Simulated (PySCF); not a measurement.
Al(F)2(NCO) (CAlF₂NO), SMILES O=C=[N][Al]([F])[F].

The structure is a stationary point at B3LYP-D3(BJ)/def2-SVP. One conformer was computed; it need not be the lowest.

Computed with PySCF with M06-2X/def2-TZVP.

Isolated molecule, no solvent.

Computed frontier levels, gap, dipole moment and polarisability:
```json
{
 "highest_occupied_level": "-10.77 eV",
 "lowest_empty_level": "-0.82 eV",
 "orbital_gap": "9.95 eV",
 "dipole_moment": "0.26 D",
 "quadrupole, principal values (traceless, Buckingham form, about the centre of nuclear charge)": "-10.97, -1.69, 12.66 D·Å",
 "mean_static_polarisability": "36.7 bohr³ (5.44 Å³)",
 "polarisability_principal_values": "25.1, 28.0, 57.0 bohr³"
}
```
